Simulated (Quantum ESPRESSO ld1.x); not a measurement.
Question: These are the eigenvalues of the occupied orbitals of an atom or ion with whole-number occupations (eV). Calculated with ld1.x of Quantum ESPRESSO 7.5: scalar-relativistic Kohn-Sham, LDA (Slater exchange, VWN5 correlation), spin-unpolarised, spherical densities, point nucleus.

| orbital | eigenvalue |
|---|---|
| 1s | -61216.1 |
| 2s | -10393.2 |
| 2p | -9166.18 |
| 3s | -2361.79 |
| 3p | -1991.97 |
| 3d | -1540.92 |
| 4s | -484.126 |
| 4p | -362.565 |
| 4d | -202.561 |
| 5s | -76.8645 |
| 5p | -48.2966 |
| 4f | -27.1364 |
| 6s | -17.7213 |

Which element is it, and in what charge state? The configuration may be excited.

Answer: Z = 70, ytterbium, charge +2: Yb2+ in [Xe] 4f13 6s1. The list shows which subshells hold electrons but not how many an open one holds; the 1s level, -2249.7 hartree, gives Z - s = 67.1 by -(Z - s)^2/2, which with screening and relativity narrows Z to a few neighbours, and the depths of the outer levels then fix element, charge and occupations together.
